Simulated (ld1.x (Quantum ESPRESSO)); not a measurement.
**An all-electron radial function and its pseudo partner (S (Z = 16))**

Columns: radius, all-electron u(r) and pseudo u(r) of the 3p shell (level -28.08 eV) of sulfur in the configuration [Ne] 3s2 3p2; LDA (PZ), scalar-relativistic, ultrasoft scheme, ld1.x (Quantum ESPRESSO) 7.5.

```tsv
r (bohr)	all-electron	pseudo
0.088	0.1633	-0.0100
0.175	0.3365	-0.0389
0.262	0.3915	-0.0851
0.350	0.3433	-0.1467
0.438	0.2301	-0.2198
0.525	0.0866	-0.2994
0.612	-0.0662	-0.3823
0.700	-0.2160	-0.4654
0.788	-0.3526	-0.5440
0.875	-0.4703	-0.6144
0.962	-0.5691	-0.6751
1.050	-0.6497	-0.7255
1.138	-0.7119	-0.7641
1.225	-0.7566	-0.7909
1.312	-0.7863	-0.8071
1.400	-0.8030	-0.8142
1.487	-0.8082	-0.8131
1.575	-0.8038	-0.8053
1.662	-0.7916	-0.7918
1.750	-0.7728	-0.7728
1.838	-0.7489	-0.7489
1.925	-0.7214	-0.7214
2.012	-0.6910	-0.6910
2.100	-0.6584	-0.6584
2.188	-0.6245	-0.6245
2.275	-0.5904	-0.5904
```

Q: How many radial nodes do the two functions have?

A: The all-electron 3p function has n − l − 1 = 1; the pseudo-wave has 0, since the states of the same l below it are removed with the core.

Q: At about which radius was the pseudo-wave matched?

A: 1.75 bohr. The columns agree to 0.0005 from 1.66 bohr on; several derivatives are matched, so the curves merge somewhat inside the radius.

Q: Where does each function peak?

A: Outermost all-electron maximum near 1.49 bohr, pseudo maximum near 1.40 bohr (to the table’s step).

Q: Is the pseudo-wave norm-conserving?

A: No, it belongs to an ultrasoft set: the norm inside the radius is not constrained, and the difference is carried by the augmentation charge.
